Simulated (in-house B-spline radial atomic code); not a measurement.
## Functionals against NIST's ionisation energies along a row: Pr to Lu

Ionisation energies as differences of self-consistent total energies from a B-spline radial code for spherical atoms: all electrons, radial basis limit, scalar-relativistic (one-electron X2C), spin-polarised at highest spin, spherical densities; exact exchange is averaged over the determinants of each configuration. No spin-orbit coupling, Breit or QED terms. NIST's values run from ground level to ground level, so in open shells the differences also hold multiplet and fine-structure energies that spherical high-spin averages miss. Columns give computed minus NIST, in eV; a star marks a semi-empirical value. Species are left out where the tabulated value is theory, is uncertain by more than 0.12 eV, or (13 ions, such as In⁴⁺, Te⁴⁺ and Bi⁴⁺) lies off its series for all methods alike, which flatters the means a little.

```csv
species,shell,NIST (eV),LDA VWN5,PBE,RPBE,BP86,r2SCAN0
Pr,6s,5.47*,+0.14,-0.05,-0.09,+0.09,-0.34
Nd,6s,5.53,+0.14,-0.06,-0.10,+0.08,-0.35
Pm,6s,5.58,+0.13,-0.07,-0.11,+0.08,-0.36
Sm,6s,5.64,+0.12,-0.09,-0.13,+0.06,-0.38
Eu,6s,5.67,+0.15,-0.07,-0.11,+0.08,-0.37
Gd,6s,6.15,+0.09,-0.16,-0.21,0.00,-0.50
Tb,6s,5.86,+0.20,-0.01,-0.06,+0.14,-0.30
Dy,6s,5.94,+0.23,+0.02,-0.03,+0.16,-0.27
Ho,6s,6.02,+0.24,+0.04,-0.02,+0.18,-0.25
Er,6s,6.11,+0.25,+0.04,-0.02,+0.18,-0.25
Tm,6s,6.18,+0.27,+0.06,-0.01,+0.19,-0.23
Yb,6s,6.25,+0.29,+0.08,+0.01,+0.21,-0.22
Lu,5d,5.43,+0.17,-0.05,-0.12,+0.10,-0.16
```

Q: How do the methods rank, and which species is hardest?

A: Mean absolute (signed) differences: PBE 0.06 (-0.03) eV; RPBE 0.08 (-0.08) eV; BP86 0.12 (+0.12) eV; LDA VWN5 0.19 (+0.19) eV; r2SCAN0 0.31 (-0.31) eV. For Pm, which loses a 6s electron, the nearest method is off by -0.07 eV, the largest such miss. The first two are tied within the accuracy of the references.
